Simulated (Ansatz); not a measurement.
`OC1N[SiH2]1` + H₂S → `SC1N[SiH2]1` + H₂O at 298.15 K and 1 bar (substitution at a C–O bond).

Computed with Ansatz on PBE0-D4/def2-TZVP structures; ΔE is electronic, products minus reactants. CBS: MP2 limit from def2 TZ/QZ plus the TZ coupled-cluster correction, frozen cores. This one scheme is used for every species. Each species was taken in one conformer, which may not be the lowest.

| species | CCSD(T)/CBS energy (Eh) | H − E (kJ/mol) | S (J/(mol·K)) |
| --- | --- | --- | --- |
| `OC1N[SiH2]1` | -459.96233 | 182.0 | 296.4 |
| H₂S | -398.97279 | 49.9 | 205.7 |
| `SC1N[SiH2]1` | -782.57313 | 170.6 | 307.3 |
| H₂O | -76.37941 | 66.4 | 188.7 |

H − E and S are ideal-gas, rigid-rotor, harmonic terms from PBE0-D4/def2-TZVP, for one conformer and one mirror image of each species. 1 Eh = 2625.50 kJ/mol, R = 8.31446 J/(mol·K).

Problem. By hand: ΔE, ΔH, ΔS and ΔG.

Solution. ΔE = (-782.57313) + (-76.37941) − (-459.96233) − (-398.97279) = -0.01742 Eh = -45.7 kJ/mol. Δ(H − E) = 170.6 + 66.4 − 182.0 − 49.9 = 5.1, so ΔH = -40.6 kJ/mol. ΔS = 307.3 + 188.7 − 296.4 − 205.7 = -6.1 J/(mol·K). ΔG = -40.6 − 298.15 × (-6.1)/1000 = -38.8 kJ/mol.

Problem. By hand: the equilibrium constant, and the temperature at which ΔG would vanish if ΔH and ΔS stayed fixed.

Solution. log₁₀ K = −ΔG/(RT ln 10) = 6.8. ΔG = 0 at ΔH/ΔS = 6656 K, far beyond where these terms or the molecules hold.

The number of gas molecules stays the same, so ΔS is small and ΔH decides. A doubt of 5 kJ/mol in ΔE shifts log₁₀ K by 0.9 here. Other conformers and mirror images would add mixing entropy, several J/(mol·K) or more a flexible species. These are equilibria of isolated gas molecules and say nothing of rates. Largest T1 diagnostic: 0.013 (customary marks: 0.02 for closed shells, 0.045 for open ones).
